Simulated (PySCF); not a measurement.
Ligands exchanged one at a time, B NH2-H. Gas-phase values, no solvent. Strings in code marks are SMILES.

Computed with PBE-D3(BJ)/def2-TZVP // B3LYP-D3(BJ)/def2-TZVP (PySCF). Delta-SCF ions had no search for a lower state. Excitations are Tamm–Dancoff values on a coarser integration grid. The basis has no diffuse functions, so Rydberg states are missing or too high.

```
species                              dipole moment (D)  HOMO–LUMO gap (eV)  vertical ionisation energy (Delta-SCF) (eV)  S1 oscillator strength  T1 excitation (TDA) (eV)
-----------------------------------  -----------------  ------------------  -------------------------------------------  ----------------------  ------------------------
0 of 3 NH2 replaced by H (`NB(N)N`)               0.02                5.17                                            –                   0.000                      5.05
1 of 3 NH2 replaced by H (`NBN`)                  1.42                5.78                                         9.05                   0.000                      5.63
2 of 3 NH2 replaced by H (`NB`)                   2.07                6.58                                        11.22                   0.000                      5.77
3 of 3 NH2 replaced by H (`B`)                    0.00                5.44                                        12.90                       –                         –
```
